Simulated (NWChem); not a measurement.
Molecule: H$_{2}$BO$_{3}$, doublet; SMILES [O]B(O)O

Computed with NWChem. Spin-unrestricted. No stability test was run on the SCF state. Level B3LYP/def2-SVP: optimisations from one semi-empirical or force-field start; each run changes one setting, and all end within 0.3 mHa of each other. One conformer.

| setting | optimisation steps |
|---|---|
| redundant internal coordinates, default thresholds | 4 |
| trust radius 0.05 | 6 |
| tight thresholds | 7 |
| no line search | 6 |
